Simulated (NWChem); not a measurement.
System: GaIF₂; SMILES [F][Ga]([F])[I]

The following NWChem deck was run.

```
start job
memory heap 200 mb stack 900 mb global 1100 mb
geometry units angstroms noautoz
  Ga     0.000000     0.000000     1.108556
  F      0.000000    -1.466082     2.039826
  F      0.000000     1.466082     2.039826
  I      0.000000     0.000000    -1.329650
end
basis spherical
  * library sto-3g
end
dft
  xc b3lyp
  iterations 150
  mulliken
end
task dft energy
```

Output (shortened):

```
             Northwest Computational Chemistry Package (NWChem) 7.3.0
             --------------------------------------------------------

 C2V symmetry detected

                             Geometry "geometry" -> ""
                             -------------------------

 Output coordinates in angstroms (scale by  1.889725989 to convert to a.u.)

  No.       Tag          Charge          X              Y              Z
 ---- ---------------- ---------- -------------- -------------- --------------
    1 Ga                  31.0000     0.00000000     0.00000000     1.10256920
    2 F                    9.0000     0.00000000    -1.46608200     2.03383920
    3 F                    9.0000     0.00000000     1.46608200     2.03383920
    4 I                   53.0000     0.00000000     0.00000000    -1.33563680

 Effective nuclear repulsion energy (a.u.)     678.6013953953

      Symmetry information
      --------------------

 Group name             C2v
 Group number             16
 Group order               4
 No. of unique centers     3

                                 NWChem DFT Module
                                 -----------------

 Summary of "ao basis" -> "ao basis" (spherical)
 ------------------------------------------------------------------------------
       Tag                 Description            Shells   Functions and Types
 ---------------- ------------------------------  ------  ---------------------
 Ga                          sto-3g                  8       18   4s3p1d
 F                           sto-3g                  3        5   2s1p
 I                           sto-3g                 11       27   5s4p2d

      Symmetry analysis of basis
      --------------------------

        a1         26
        a2          4
        b1         11
        b2         14

            General Information
            -------------------
          SCF calculation type: DFT
          Wavefunction type:  closed shell.
          No. of atoms     :     4
          No. of electrons :   102
           Alpha electrons :    51
            Beta electrons :    51
          Charge           :     0
          Spin multiplicity:     1
          Use of symmetry is: on ; symmetry adaption is: on
          Maximum number of iterations: 150
          AO basis - number of functions:    55
                     number of shells:    25
          Convergence on energy requested:  1.00D-06
          Convergence on density requested:  1.00D-05
          Convergence on gradient requested:  5.00D-04

              XC Information
              --------------
                         B3LYP Method XC Potential
                     Hartree-Fock (Exact) Exchange  0.200
                        Slater Exchange Functional  0.800 local
                    Becke 1988 Exchange Functional  0.720 non-local
              Lee-Yang-Parr Correlation Functional  0.810
                  VWN I RPA Correlation Functional  0.190 local

             Grid Information
             ----------------
          Grid used for XC integration:  medium
          Radial quadrature: Mura-Knowles
          Angular quadrature: Lebedev.
          Tag              B.-S. Rad. Rad. Pts. Rad. Cut. Ang. Pts.
          ---              ---------- --------- --------- ---------
          Ga                  1.30      112           7.0       590
          F                   0.50       49           9.0       434
          I                   1.40      123           8.0       590
          Grid pruning is: on
          Number of quadrature shells:   284
          Spatial weights used:  Erf1

      Superposition of Atomic Density Guess
      -------------------------------------

 Sum of atomic energies:       -8947.42192279

      Non-variational initial energy
      ------------------------------

 Total energy =   -8947.316712
 1-e energy   =  -13752.840790
 2-e energy   =    4126.922683
 HOMO         =      -0.023932
 LUMO         =       0.138777

      Symmetry analysis of molecular orbitals - initial
      -------------------------------------------------

 !! scf_movecs_sym_adapt:    2 vectors were symmetry contaminated

  Symmetry fudging

 !! scf_movecs_sym_adapt:    2 vectors were symmetry contaminated

  Numbering of irreducible representations:

     1 a1          2 a2          3 b1          4 b2

  Orbital symmetries:

     1 a1          2 a1          3 a1          4 a1          5 b2
     6 b1          7 a1          8 a1          9 b2         10 b1
    11 a1         12 a1         13 b2         14 b1         15 a1
    16 b2         17 a1         18 b2         19 b1         20 a1
    21 a2         22 a1         23 a1         24 a1         25 b2
    26 b1         27 a1         28 b2         29 b1         30 a1
    31 b2         32 b1         33 a1         34 a2         35 a1
    36 b2         37 a1         38 a1         39 b2         40 b1
    41 a1         42 b2         43 a2         44 a1         45 b1
    46 b2         47 a1         48 b1         49 a2         50 a1
    51 b2         52 a1         53 b1         54 b2         55 a1

     ---------------------------------------------
      Total Density - Mulliken Population Analysis
     ---------------------------------------------

    Atom       Charge   Shell Charges
 -----------   ------   -------------------------------------------------------
    1 Ga  31    29.48   2.00  2.00  6.00  2.00  5.93  0.94  0.87  9.76
    2 F    9     9.60   2.00  1.95  5.66
    3 F    9     9.60   2.00  1.95  5.66
    4 I   53    53.31   2.00  2.00  6.00  2.00  6.00  2.00  6.00  1.92  5.39 10.00 10.00

   convergence    iter        energy       DeltaE   RMS-Dens  Diis-err
 ---------------- ----- ----------------- --------- --------- ---------
 d= 0,ls=0.0,diis     1  -8951.6328528328 -9.63D+03  6.42D-02  7.43D-01
 d= 0,ls=0.0,diis     2  -8951.2102905503  4.23D-01  4.04D-02  4.01D+00
 d= 0,ls=0.0,diis     3  -8951.7340823154 -5.24D-01  2.74D-02  1.15D+00
 d= 0,ls=0.0,diis     4  -8951.8916211269 -1.58D-01  1.02D-02  5.66D-02
 d= 0,ls=0.0,diis     5  -8951.9025451367 -1.09D-02  3.55D-03  1.32D-02
  Resetting Diis
 d= 0,ls=0.0,diis     6  -8951.9056260760 -3.08D-03  1.58D-04  7.38D-06
 d= 0,ls=0.0,diis     7  -8951.9056283280 -2.25D-06  1.34D-04  1.42D-06
 d= 0,ls=0.0,diis     8  -8951.9056257260  2.60D-06  1.02D-04  1.53D-05
 d= 0,ls=0.0,diis     9  -8951.9056287006 -2.97D-06  1.24D-05  9.01D-08
 d= 0,ls=0.0,diis    10  -8951.9056287259 -2.53D-08  1.42D-05  2.29D-08
 d= 0,ls=0.0,diis    11  -8951.9056287408 -1.49D-08  2.48D-06  8.35D-10

         Total DFT energy =    -8951.905628740797
      One electron energy =   -13734.686501913215
           Coulomb energy =     4377.201256734174
    Exchange-Corr. energy =     -273.021778957055
 Nuclear repulsion energy =      678.601395395301

 Numeric. integr. density =      101.999985214896

                  Occupations of the irreducible representations
                  ----------------------------------------------

                     irrep           alpha         beta
                     --------     --------     --------
                     a1               24.0         24.0
                     a2                4.0          4.0
                     b1               10.0         10.0
                     b2               13.0         13.0

                       DFT Final Molecular Orbital Analysis
                       ------------------------------------

 Vector   49  Occ=2.000000D+00  E=-1.232498D-01  Symmetry=a2
              MO Center=  1.3D-16, -4.2D-16,  1.1D+00, r^2= 2.5D-01
   Bfn.  Coefficient  Atom+Function         Bfn.  Coefficient  Atom+Function
  ----- ------------  ---------------      ----- ------------  ---------------
    14      0.983169  1 Ga d -2              21      0.132829  2 F  px
    26     -0.132829  3 F  px

 Vector   50  Occ=2.000000D+00  E=-9.128987D-02  Symmetry=a1
              MO Center= -4.8D-17, -3.1D-10,  1.2D+00, r^2= 4.8D-01
   Bfn.  Coefficient  Atom+Function         Bfn.  Coefficient  Atom+Function
  ----- ------------  ---------------      ----- ------------  ---------------
    16      0.756932  1 Ga d  0              18      0.562724  1 Ga d  2
    23     -0.194875  2 F  pz                28     -0.194875  3 F  pz
    13      0.192192  1 Ga pz                22     -0.070498  2 F  py
    27      0.070498  3 F  py                 9     -0.049823  1 Ga pz
    45     -0.048966  4 I  pz                42      0.038859  4 I  s

 Vector   51  Occ=2.000000D+00  E=-8.867777D-02  Symmetry=b2
              MO Center=  3.9D-17,  3.1D-10,  9.9D-01, r^2= 8.2D-01
   Bfn.  Coefficient  Atom+Function         Bfn.  Coefficient  Atom+Function
  ----- ------------  ---------------      ----- ------------  ---------------
    15      0.922947  1 Ga d -1              44      0.273548  4 I  py
    12     -0.255243  1 Ga py                22      0.131436  2 F  py
    27      0.131436  3 F  py                40     -0.086042  4 I  py
    20     -0.072535  2 F  s                 25      0.072535  3 F  s
     8      0.068069  1 Ga py                23      0.066237  2 F  pz

 Vector   52  Occ=0.000000D+00  E= 3.208645D-02  Symmetry=b1
              MO Center= -5.7D-16, -4.6D-16,  1.1D+00, r^2= 2.8D+00
   Bfn.  Coefficient  Atom+Function         Bfn.  Coefficient  Atom+Function
  ----- ------------  ---------------      ----- ------------  ---------------
    11      0.911795  1 Ga px                21     -0.394895  2 F  px
    26     -0.394895  3 F  px                43     -0.343233  4 I  px
     7     -0.232735  1 Ga px                39      0.100380  4 I  px
     3      0.069433  1 Ga px                35     -0.041205  4 I  px
    17     -0.031024  1 Ga d  1

 Vector   53  Occ=0.000000D+00  E= 6.550365D-02  Symmetry=a1
              MO Center=  2.0D-16,  4.5D-15,  7.4D-01, r^2= 2.9D+00
   Bfn.  Coefficient  Atom+Function         Bfn.  Coefficient  Atom+Function
  ----- ------------  ---------------      ----- ------------  ---------------
    10      0.876519  1 Ga s                 45     -0.675207  4 I  pz
    18     -0.366851  1 Ga d  2              42     -0.313372  4 I  s
    22     -0.302685  2 F  py                27      0.302685  3 F  py
    16      0.281381  1 Ga d  0              23      0.234970  2 F  pz
    28      0.234970  3 F  pz                20     -0.196299  2 F  s

 Vector   54  Occ=0.000000D+00  E= 2.490788D-01  Symmetry=b2
              MO Center= -1.0D-17,  1.9D-15,  1.1D+00, r^2= 2.4D+00
   Bfn.  Coefficient  Atom+Function         Bfn.  Coefficient  Atom+Function
  ----- ------------  ---------------      ----- ------------  ---------------
    12      1.094465  1 Ga py                20      0.371182  2 F  s
    25     -0.371182  3 F  s                 23     -0.346164  2 F  pz
    28      0.346164  3 F  pz                22      0.266195  2 F  py
    27      0.266195  3 F  py                44     -0.253931  4 I  py
     8     -0.241824  1 Ga py                15      0.217532  1 Ga d -1

     ---------------------------------------------
      Total Density - Mulliken Population Analysis
     ---------------------------------------------

    Atom       Charge   Shell Charges
 -----------   ------   -------------------------------------------------------
    1 Ga  31    30.65   2.00  2.00  6.00  2.00  5.94  1.30  1.97  9.44
    2 F    9     9.14   2.00  1.96  5.18
    3 F    9     9.14   2.00  1.96  5.18
    4 I   53    53.06   2.00  2.00  6.00  2.00  6.00  2.00  6.00  1.95  5.13 10.00 10.00

     -------------------------------------------
      Total Density - Lowdin Population Analysis
     -------------------------------------------

    Atom       Charge   Shell Charges
 -----------   ------   -------------------------------------------------------
    1 Ga  31    30.82   2.00  2.00  6.00  1.99  5.91  1.31  2.16  9.45
    2 F    9     9.08   2.00  1.90  5.19
    3 F    9     9.08   2.00  1.90  5.19
    4 I   53    53.02   2.00  2.00  6.00  2.00  6.00  2.00  5.98  1.90  5.15 10.00 10.00

     Multipole analysis of the density
     ---------------------------------

     L   x y z        total         alpha         beta         nuclear
     -   - - -        -----         -----         ----         -------
     0   0 0 0     -0.000000    -51.000000    -51.000000    102.000000

     1   1 0 0     -0.000000     -0.000000     -0.000000      0.000000
     1   0 1 0     -0.000000     -0.000000     -0.000000      0.000000
     1   0 0 1      0.453050      0.226525      0.226525      0.000000

     2   2 0 0    -35.915865    -17.957932    -17.957932      0.000000
     2   1 1 0      0.000000      0.000000      0.000000      0.000000
     2   1 0 1     -0.000000     -0.000000     -0.000000      0.000000
     2   0 2 0    -38.940791    -88.551092    -88.551092    138.161392
     2   0 1 1      0.000000      0.000000      0.000000      0.000000
     2   0 0 2    -39.113337   -388.609235   -388.609235    738.105133
```

Level: B3LYP/STO-3G, non-relativistic. Geometry: optimised at PBE0/def2-SVP (def2 core potentials past Kr). B3LYP is NWChem's, with the RPA form of VWN correlation.
